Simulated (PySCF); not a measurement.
# CH$_{4}$Si$_{2}$, SMILES `[SiH2]=C=[SiH2]` (charge 0, multiplicity 1)

Calculation: PBE0-D3(BJ)/def2-TZVP (PySCF 2.14.0).

```
Item                                   Result
-------------  ------------------------------
HOMO                                 -6.66 eV
dipole moment                          0.00 D
HOMO–LUMO gap                         5.11 eV
LUMO                                 -1.55 eV
total energy                     -619.1120 Ha
cost           around 17 core-seconds (rough)
```

```xyz
7

Si     1.6298     0.1648    -0.3431
C      0.0002     0.0001     0.0010
Si    -1.6294    -0.1646     0.3452
H      2.7006    -0.5474     0.3921
H      2.1584     1.0386    -1.4160
H     -2.5032    -1.1815    -0.2846
H     -2.3549     0.6906     1.3129
```
